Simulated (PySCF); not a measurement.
Geometries of 2 isomers of C2HF3Se, from PBE0-D3(BJ)/def2-SVP geometry optimisation, gas phase (PySCF 2.14.0). One conformer each, no zero-point energy, no frequencies.

Question: Which is lower in electronic energy at this level?
A.
```xyz
7
angstrom
F      0.809    1.585   -0.210
C      0.796    0.272   -0.082
Se     2.227   -0.711   -0.038
C     -0.648   -0.190   -0.002
F     -1.229    0.411    1.055
F     -0.731   -1.511    0.146
H     -1.189    0.114   -0.918
```
B.
```xyz
7
angstrom
F     -1.041   -0.653    1.145
C     -0.642   -0.014    0.040
F     -1.110    1.221    0.081
F     -1.194   -0.636   -1.006
C      0.861   -0.090   -0.068
Se     1.938    1.270   -0.160
H      1.223   -1.127   -0.085
```

Answer: B. That is `FC(F)(F)C=[Se]`, 9.0 kcal/mol below the other.

```tsv
SMILES	atoms numbered as above	E (Eh)	relative (kcal/mol)	relative (kJ/mol)	dipole (D)
FC(F)(F)C=[Se]	[F:1][C:2]([F:3])([F:4])[CH:5]=[Se:6]	-2776.63581	0.0	0.0	1.31
FC(=[Se])C(F)F	[F:1][C:2](=[Se:3])[CH:4]([F:5])[F:6]	-2776.62148	9.0	37.6	1.32
```
